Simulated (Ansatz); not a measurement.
The cluster TiS₂. Total charge 0; triplet. Geometry PBE0-D4/def2-TZVP.

Cartesian coordinates in Å:
```
Ti -0.1455 -0.9310 -0.3462
S -1.2309 0.3932 0.9150
S 1.3764 0.5377 -0.5687
```

The 6-31G sets use Cartesian d functions. B3LYP takes the VWN-RPA correlation. At HF/6-31G the charge 0 triplet is spin-contaminated (final ⟨S²⟩ up to 2.14, 2.00 for a pure state). At PBE0-D4/def2-TZVP a singlet of charge 0 lies 0.86 eV below the triplet, each at its own geometry. The structure comes from a short search, and lower isomers may exist.

Q: Estimate the α-spin orbital energies around the gap (eV) in Ansatz with HF/6-31G, PBE-D4/def2-TZVP, B97M-V/def2-TZVP, B3LYP-D4/6-31G, ωB97X-V/def2-TZVP.

A: 
```json
{"orbital": "HOMO−13", "HF/6-31G": "-179.59", "PBE-D4/def2-TZVP": "-154.39", "B97M-V/def2-TZVP": "-158.23", "B3LYP-D4/6-31G": "-160.00", "ωB97X-V/def2-TZVP": "-162.17"}
{"orbital": "HOMO−12", "HF/6-31G": "-81.25", "PBE-D4/def2-TZVP": "-60.84", "B97M-V/def2-TZVP": "-64.63", "B3LYP-D4/6-31G": "-65.38", "ωB97X-V/def2-TZVP": "-68.57"}
{"orbital": "HOMO−11", "HF/6-31G": "-52.70", "PBE-D4/def2-TZVP": "-38.11", "B97M-V/def2-TZVP": "-40.10", "B3LYP-D4/6-31G": "-41.43", "ωB97X-V/def2-TZVP": "-44.46"}
{"orbital": "HOMO−10", "HF/6-31G": "-52.06", "PBE-D4/def2-TZVP": "-37.88", "B97M-V/def2-TZVP": "-39.90", "B3LYP-D4/6-31G": "-41.25", "ωB97X-V/def2-TZVP": "-44.34"}
{"orbital": "HOMO−9", "HF/6-31G": "-51.62", "PBE-D4/def2-TZVP": "-37.86", "B97M-V/def2-TZVP": "-39.89", "B3LYP-D4/6-31G": "-41.21", "ωB97X-V/def2-TZVP": "-44.26"}
{"orbital": "HOMO−8", "HF/6-31G": "-24.81", "PBE-D4/def2-TZVP": "-16.58", "B97M-V/def2-TZVP": "-17.54", "B3LYP-D4/6-31G": "-18.50", "ωB97X-V/def2-TZVP": "-21.46"}
{"orbital": "HOMO−7", "HF/6-31G": "-23.99", "PBE-D4/def2-TZVP": "-16.03", "B97M-V/def2-TZVP": "-16.99", "B3LYP-D4/6-31G": "-17.88", "ωB97X-V/def2-TZVP": "-20.80"}
{"orbital": "HOMO−6", "HF/6-31G": "-13.28", "PBE-D4/def2-TZVP": "-7.90", "B97M-V/def2-TZVP": "-8.05", "B3LYP-D4/6-31G": "-8.83", "ωB97X-V/def2-TZVP": "-11.35"}
{"orbital": "HOMO−5", "HF/6-31G": "-12.01", "PBE-D4/def2-TZVP": "-7.23", "B97M-V/def2-TZVP": "-7.51", "B3LYP-D4/6-31G": "-8.16", "ωB97X-V/def2-TZVP": "-10.65"}
{"orbital": "HOMO−4", "HF/6-31G": "-10.96", "PBE-D4/def2-TZVP": "-7.09", "B97M-V/def2-TZVP": "-7.41", "B3LYP-D4/6-31G": "-8.04", "ωB97X-V/def2-TZVP": "-10.52"}
{"orbital": "HOMO−3", "HF/6-31G": "-10.53", "PBE-D4/def2-TZVP": "-6.78", "B97M-V/def2-TZVP": "-6.93", "B3LYP-D4/6-31G": "-7.63", "ωB97X-V/def2-TZVP": "-10.02"}
{"orbital": "HOMO−2", "HF/6-31G": "-10.26", "PBE-D4/def2-TZVP": "-6.26", "B97M-V/def2-TZVP": "-6.41", "B3LYP-D4/6-31G": "-7.03", "ωB97X-V/def2-TZVP": "-9.31"}
{"orbital": "HOMO−1", "HF/6-31G": "-9.62", "PBE-D4/def2-TZVP": "-5.85", "B97M-V/def2-TZVP": "-5.99", "B3LYP-D4/6-31G": "-6.67", "ωB97X-V/def2-TZVP": "-8.88"}
{"orbital": "HOMO", "HF/6-31G": "-9.50", "PBE-D4/def2-TZVP": "-4.34", "B97M-V/def2-TZVP": "-4.68", "B3LYP-D4/6-31G": "-5.80", "ωB97X-V/def2-TZVP": "-8.46"}
{"orbital": "LUMO", "HF/6-31G": "-1.01", "PBE-D4/def2-TZVP": "-3.43", "B97M-V/def2-TZVP": "-3.50", "B3LYP-D4/6-31G": "-2.91", "ωB97X-V/def2-TZVP": "-0.72"}
{"orbital": "LUMO+1", "HF/6-31G": "0.97", "PBE-D4/def2-TZVP": "-3.42", "B97M-V/def2-TZVP": "-3.17", "B3LYP-D4/6-31G": "-2.41", "ωB97X-V/def2-TZVP": "0.24"}
{"orbital": "LUMO+2", "HF/6-31G": "1.07", "PBE-D4/def2-TZVP": "-2.86", "B97M-V/def2-TZVP": "-2.58", "B3LYP-D4/6-31G": "-1.83", "ωB97X-V/def2-TZVP": "0.41"}
{"orbital": "LUMO+3", "HF/6-31G": "2.83", "PBE-D4/def2-TZVP": "-2.34", "B97M-V/def2-TZVP": "-2.47", "B3LYP-D4/6-31G": "-1.82", "ωB97X-V/def2-TZVP": "0.69"}
{"orbital": "LUMO+4", "HF/6-31G": "2.93", "PBE-D4/def2-TZVP": "-2.28", "B97M-V/def2-TZVP": "-2.30", "B3LYP-D4/6-31G": "-1.62", "ωB97X-V/def2-TZVP": "0.82"}
{"orbital": "LUMO+5", "HF/6-31G": "3.13", "PBE-D4/def2-TZVP": "0.05", "B97M-V/def2-TZVP": "0.28", "B3LYP-D4/6-31G": "0.08", "ωB97X-V/def2-TZVP": "2.81"}
{"orbital": "β HOMO", "HF/6-31G": "-8.98", "PBE-D4/def2-TZVP": "-6.06", "B97M-V/def2-TZVP": "-6.19", "B3LYP-D4/6-31G": "-6.82", "ωB97X-V/def2-TZVP": "-9.11"}
{"orbital": "β LUMO", "HF/6-31G": "-0.94", "PBE-D4/def2-TZVP": "-4.97", "B97M-V/def2-TZVP": "-4.78", "B3LYP-D4/6-31G": "-4.41", "ωB97X-V/def2-TZVP": "-1.97"}
```
